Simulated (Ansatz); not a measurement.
Geometry optimisation, RKS PBE/6-31G* in Ansatz 0.2.0.

Input file:

```yaml
crystal:
  periodic: [false, false, false]
  atoms:
    - { symbol: B, position_ang: [0.0, 0.0, 0.0] }
    - { symbol: "N", position_ang: [0.0, 0.0, 1.9] }
    - { symbol: H, position_ang: [-0.877, -0.2713, 2.43] }
    - { symbol: H, position_ang: [0.877, 0.2713, 2.43] }
    - { symbol: F, position_ang: [1.1431, 0.0, -0.66] }
    - { symbol: O, position_ang: [-1.2211, 0.0, -0.705] }
    - { symbol: H, position_ang: [-1.7308, -0.8467, -0.4965] }
    - { symbol: S, position_ang: [-0.2739, 2.0601, 0.6906] }
    - { symbol: H, position_ang: [-1.575, 2.4834, 0.394] }
    - { symbol: H, position_ang: [-0.1503, 1.1307, 1.7562] }
basis:
  gaussian: { orbitals: "6-31G*" }
hamiltonian:
  xc: pbe
relax:
  f_tol: 0.15
  max_steps: 25
  restrain:
    - { distance: [0, 7], at: 1.89, k: 30.0 }
    - { distance: [9, 1], at: 1.06, k: 30.0 }
    - { distance: [0, 1], at: 2.75, k: 30.0 }
    - { distance: [9, 7], at: 2.6, k: 30.0 }
```

Run as:

```bash
$ ansatz run input.yaml --threads 2 --pin off --max-ram 3072MiB --backend cpu --events-out ev --progress --plain --runs-dir out
```

Problem. Where does it end, and by what steps?

Solution. The run converged. The restraints hold the end off the free minimum. After 11 steps the energy has fallen by 3.751 eV (the restraints' own energy left out); B1 moved furthest, 0.76 Å. Parted: S8–H10 (1.42 → 2.61 Å).

| step | energy less start (eV) | largest force component (eV/Å) | accepted |
| --- | --- | --- | --- |
| 0 | 0.0000 | 5.974 | yes |
| 1 | -1.1915 | 3.759 | yes |
| 2 | -1.5943 | 3.321 | yes |
| 3 | -2.1380 | 2.756 | yes |
| 4 | -3.1491 | 2.272 | yes |
| 5 | -3.5804 | 1.311 | yes |
| 6 | -3.6720 | 1.818 | yes |
| 7 | -3.7070 | 1.018 | yes |
| 8 | -3.7419 | 0.721 | yes |
| 9 | -3.7440 | 0.604 | yes |
| 10 | -3.7503 | 0.569 | yes |
| 11 | -3.7514 | 0.596 | yes |

```xyz
10
Properties=species:S:1:pos:R:3
B -0.252 0.583 -0.411
N -0.018 -0.039 2.254
H -0.786 -0.244 2.904
H 0.842 -0.351 2.721
F 0.928 -0.001 -0.658
O -1.446 -0.042 -0.633
H -1.278 -0.998 -0.757
S -0.244 2.407 0.025
H -1.597 2.512 0.096
H 0.043 1.001 2.199
```

Time of the run: 21 s on 2 threads of Arm Neoverse V2, with other jobs on the host, peak memory 0.18 GiB.
